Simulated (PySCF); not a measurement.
Static response to an electric field

Species: C4HF5.
Atom-mapped SMILES: `[F:1][C:2]1=[CH:3][C@@:4]1([F:5])[C:6]([F:7])([F:8])[F:9]` (hydrogens: H10 on C3)

Cartesian coordinates in Å at the GFN2-xTB level; atoms count from 1:
```
atom  x, y, z in Å
F1     2.058    0.457   -1.514
C2     1.321    0.399   -0.446
C3     0.966    0.858    0.722
C4     0.255   -0.370    0.225
F5     0.552   -1.589    0.788
C6    -1.199   -0.343   -0.221
F7    -1.482    0.845   -0.778
F8    -1.477   -1.280   -1.128
F9    -2.048   -0.509    0.796
H10    1.063    1.537    1.533
```

Level: B3LYP/def2-SVPD (PySCF), static field, nuclei fixed, core orbitals frozen in the response. The polarisability tensor in these axes (au):

```
x   49.06  4.44 -2.78
y    4.44 47.26  1.81
z   -2.78  1.81 48.73
```

Q: What are the eigenvalues, a third of the trace, and Δα (Δα² = ½Σ(αi − αj)² over the three pairs)?

A: Principal values 42.10, 49.94 and 53.01 au; mean 48.35 au = 7.16 Å³ = 7.97 × 10⁻⁴⁰ C²·m²/J; Δα = 9.74 au (20 % of the mean).

Q: What is the dipole moment, and where does it point?

A: (1.56, 2.03, 0.88) D, 2.71 D in size, pointing from the negative to the positive side. Measured along this direction, the outermost atoms are F8 at the negative end and H10 at the positive end.

Q: Give the principal axes and the span of the nuclei along them.

A: Largest value along (0.80, 0.52, -0.30), where the nuclei span 4.47 Å; middle along (-0.03, 0.53, 0.85), 3.68 Å; least along (-0.60, 0.67, -0.43), 3.54 Å. 

Q: What depolarisation ratio follows for Rayleigh scattering of linearly polarised light, taking the static tensor?

A: ρ = 3Δα²/(45ᾱ² + 4Δα²) = 284.9/(105202 + 379.8) = 0.0027.

Q: Find the Langevin capture rate constant for H3+ (3.023 u) meeting this molecule (144.000 u), k = 2.342 × 10⁻⁹ cm³/s × √(α in Å³ / reduced mass in u).

A: The reduced mass is 2.96 u, so k = 3.64 × 10⁻⁹ cm³/s. The formula leaves out the permanent dipole, which adds to the capture rate.

Geometry: GFN2-xTB; no solvent, vibrations or thermal averaging.
